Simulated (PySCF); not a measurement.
Isomers of C8H8O2S, mass 168.025 u with the commonest isotopes. Computed with PBE0/pcSseg-1 in PySCF (dipole) on a GFN2-xTB geometry, gas phase. One conformer each, none proved a minimum here; rigid rotors.

Question: Order these by dipole moment, smallest first.
A. `[O:1]=[S@@:2]1[CH:3]=[CH:4][C@@H:5]([c:6]2[cH:7][cH:8][cH:9][o:10]2)[CH2:11]1` with C4–C5–C6–C7 68°, O1–S2–C3–C4 -121°, C3–C4–C5–C6 -101°, C4–C5–C11–S2 -28°, O1–S2–C11–C5 132°
B. `[CH2:1]=[CH:2][S:3](=[O:4])(=[O:5])[c:6]1[cH:7][cH:8][cH:9][cH:10][cH:11]1` with C1–C2–S3–O4 4°, C2–S3–C6–C7 89°
C. `[CH3:1][S:2][c:3]1[cH:4][c:5]2[o:6][c:7]([CH3:8])[cH:9][c:10]2[o:11]1` with C1–S2–C3–C4 180°
D. `[O:1]=[S:2]1(=[O:3])[CH2:4][CH2:5][c:6]2[cH:7][cH:8][cH:9][cH:10][c:11]21` with O1–S2–C4–C5 144°, S2–C4–C5–C6 -32°, C4–C5–C6–C7 -159°, O1–S2–C11–C10 49°

Answer: C (1.73 D), A (4.07 D), B (5.17 D), D (5.40 D).

Question: Order these by out-of-plane moment Σ m c² = (Ia + Ib − Ic)/2, largest first.
A. `[O:1]=[S:2]1(=[O:3])[CH2:4][CH2:5][c:6]2[cH:7][cH:8][cH:9][cH:10][c:11]21` with O1–S2–C4–C5 144°, S2–C4–C5–C6 -32°, C4–C5–C6–C7 -159°, O1–S2–C11–C10 49°
B. `[O:1]=[S@@:2]1[CH:3]=[CH:4][C@@H:5]([c:6]2[cH:7][cH:8][cH:9][o:10]2)[CH2:11]1` with C4–C5–C6–C7 68°, O1–S2–C3–C4 -121°, C3–C4–C5–C6 -101°, C4–C5–C11–S2 -28°, O1–S2–C11–C5 132°
C. `[CH3:1][S:2][c:3]1[cH:4][c:5]2[o:6][c:7]([CH3:8])[cH:9][c:10]2[o:11]1` with C1–S2–C3–C4 180°
D. `[CH2:1]=[CH:2][S:3](=[O:4])(=[O:5])[c:6]1[cH:7][cH:8][cH:9][cH:10][cH:11]1` with C1–C2–S3–O4 4°, C2–S3–C6–C7 89°

Answer: D (98.29 u·Å²), B (71.64 u·Å²), A (52.26 u·Å²), C (3.17 u·Å²).

Question: Order these by rotational constant B, largest first.
A. `[O:1]=[S@@:2]1[CH:3]=[CH:4][C@@H:5]([c:6]2[cH:7][cH:8][cH:9][o:10]2)[CH2:11]1` with C4–C5–C6–C7 68°, O1–S2–C3–C4 -121°, C3–C4–C5–C6 -101°, C4–C5–C11–S2 -28°, O1–S2–C11–C5 132°
B. `[CH2:1]=[CH:2][S:3](=[O:4])(=[O:5])[c:6]1[cH:7][cH:8][cH:9][cH:10][cH:11]1` with C1–C2–S3–O4 4°, C2–S3–C6–C7 89°
C. `[CH3:1][S:2][c:3]1[cH:4][c:5]2[o:6][c:7]([CH3:8])[cH:9][c:10]2[o:11]1` with C1–S2–C3–C4 180°
D. `[O:1]=[S:2]1(=[O:3])[CH2:4][CH2:5][c:6]2[cH:7][cH:8][cH:9][cH:10][c:11]21` with O1–S2–C4–C5 144°, S2–C4–C5–C6 -32°, C4–C5–C6–C7 -159°, O1–S2–C11–C10 49°

Answer: D (859.1 MHz), B (691.8 MHz), A (581.8 MHz), C (493.6 MHz).

```json
{"SMILES": "CSc1cc2oc(C)cc2o1", "point group": "Cs", "Ia (u·Å²)": "136.74", "Ib (u·Å²)": "1023.79", "Ic (u·Å²)": "1154.19", "κ": "-0.97", "μa (D)": "0.46", "μb (D)": "1.67", "μc (D)": "0.00"}
{"SMILES": "C=CS(=O)(=O)c1ccccc1", "point group": "C1", "Ia (u·Å²)": "262.75", "Ib (u·Å²)": "730.53", "Ic (u·Å²)": "796.69", "κ": "-0.91", "μa (D)": "2.98", "μb (D)": "2.49", "μc (D)": "3.41"}
{"SMILES": "O=[S@@]1C=C[C@@H](c2ccco2)C1", "point group": "C1", "Ia (u·Å²)": "188.97", "Ib (u·Å²)": "868.61", "Ic (u·Å²)": "914.30", "κ": "-0.97", "μa (D)": "3.92", "μb (D)": "0.82", "μc (D)": "0.74"}
{"SMILES": "O=S1(=O)CCc2ccccc21", "point group": "C1", "Ia (u·Å²)": "261.14", "Ib (u·Å²)": "588.27", "Ic (u·Å²)": "744.89", "κ": "-0.71", "μa (D)": "4.08", "μb (D)": "3.41", "μc (D)": "0.93"}
```
